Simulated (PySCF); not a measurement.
HfN⁺: frontier orbitals

PBE0 at R = 1.821 Å; basis Hf def2-TZVPPD with ECP60, N def2-TZVPPD; scalar-relativistic core potentials; PySCF 2.14. State: ⁵Δ (quintet), unpaired electrons σ ↑, π ↑↑, δ ↑, a second solution, started from another occupation. Only the outer orbitals are listed, counted within each symmetry, core potentials removing the inner ones.

| spin | orbital | occ. | ε (eV) | on Hf (%) | main shells (%) |
| --- | --- | --- | --- | --- | --- |
| α | 4σ | 1 | -28.53 | 17 | 83 N s |
| α | 2π | 1 | -17.02 | 17 | 82 N p, 14 Hf d |
| α | 2π | 1 | -17.02 | 17 | 82 N p, 14 Hf d |
| α | 5σ | 1 | -15.52 | 20 | 71 N p, 17 Hf d, 10 N s |
| α | 6σ | 1 | -11.88 | 101 | 82 Hf s, 18 Hf d |
| α | 1δ | 1 | -11.42 | 100 | 100 Hf d |
| α | 1δ | 0 | -8.18 | 100 | 100 Hf d |
| α | 3π | 0 | -7.37 | 91 | 70 Hf d, 21 Hf p, 8 N p |
| α | 3π | 0 | -7.37 | 91 | 70 Hf d, 21 Hf p, 8 N p |
| β | 1π | 1 | -42.07 | 100 | 100 Hf p |
| β | 1π | 1 | -42.07 | 100 | 100 Hf p |
| β | 4σ | 1 | -25.04 | 19 | 80 N s, 8 Hf d |
| β | 5σ | 1 | -14.43 | 19 | 68 N p, 17 Hf d, 12 N s |
| β | 2π | 0 | -10.83 | 37 | 63 N p, 33 Hf d |
| β | 2π | 0 | -10.83 | 37 | 63 N p, 33 Hf d |
| β | 6σ | 0 | -8.25 | 105 | 91 Hf s, 12 Hf d |

Problem. Which are the highest filled and the lowest empty level, where do they sit, and how wide is the gap?

Solution. Highest filled α 1δ at -11.42 eV (in %: 100 Hf d); lowest empty β 2π at -10.83 eV (in %: 63 N p, 33 Hf d); the gap at PBE0 is 0.59 eV.

```
bond order (Mayer)                                                                                                : 1.46
⟨S²⟩                                                                                                              : 6.005
charge on Hf (Mulliken, basis-dependent)                                                                          : 1.04
charge on Hf (Löwdin, basis-dependent)                                                                            : 0.98
dipole moment (positive dipole points towards N; it is taken about the centre of mass and depends on that origin) : -2.47 D
```

Shares are Mulliken populations and can fall outside 0 to 100 %.

Spin–orbit coupling is left out.
